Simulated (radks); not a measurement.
Task: Species: Ga I. Configuration: [Ar] 3d10 4s2 4p1. All-electron calculation, Dirac Kohn-Sham, PBEsol, spin-unpolarised, spherical densities, point nucleus; open shells fill j = l - 1/2 first. Program: a radial shooting solver on a logarithmic mesh with Libxc functionals.

Spin-orbit splittings of the eigenvalues, e(l+1/2) - e(l-1/2), with zeta = 2 splitting/(2l+1) and mean radii in bohr:

shell  occ.  splitting (eV)  zeta (eV)  <r> j=l-1/2  <r> j=l+1/2
2p        6           27.62      18.41       0.1884       0.1919
3p        6               ?          ?       0.6722       0.6831
3d       10          0.4618     0.1847       0.8072       0.8136
4p        1          0.1177    0.07844        3.354        3.422

Estimate the 3p splitting.

Result: 3.628 eV (zeta = 2.419 eV).
